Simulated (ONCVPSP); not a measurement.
## Transferability test, ONCV potential for Ca

calcium, optimised norm-conserving Vanderbilt (ONCV), made with ONCVPSP 4.0.1 (PBE, scalar-relativistic). Core [Ne], reference 3s2 3p6 4s2. Waves: 3s+4s: rc 1.90 bohr, ncon 4, nbas 8, qcut 7.9 1/bohr, 2 projectors; 3p: rc 1.85 bohr, ncon 3, nbas 7, qcut 6.1 1/bohr, 3 projectors, debl 2.2 Ha; d scattering state at 0.23 Ha: rc 2.00 bohr, ncon 4, nbas 7, qcut 5.2 1/bohr, 2 projectors, debl 1.6 Ha; f scattering state at 0.3 Ha: rc 1.70 bohr, ncon 4, nbas 8, qcut 6.5 1/bohr, 1 projector. Local part: polynomial inside 1.60 bohr (lpopt 1, dvloc0 1 Ha). Core correction: Teter function, fcfact 5.75, rcfact 1.35.

In the d channel the program set the typed energies aside and used -0.072, 1.528 Ha.

Energies are relative to the spin-unpolarised reference configuration 3s2 3p6 4s2; without spin polarisation the order of configurations can differ from experiment.

```csv
valence configuration,charge,ΔE all-electron (eV),error AE − PS (meV)
3s2 3p6 4s1,+1,6.309,-0.3
3s2 3p6 4s0,+2,18.130,-1.8
3s2 3p6 4s1.5,+0.5,2.504,-0.1
3s2 3p6 4s1 4p1,0,2.422,-0.2
```
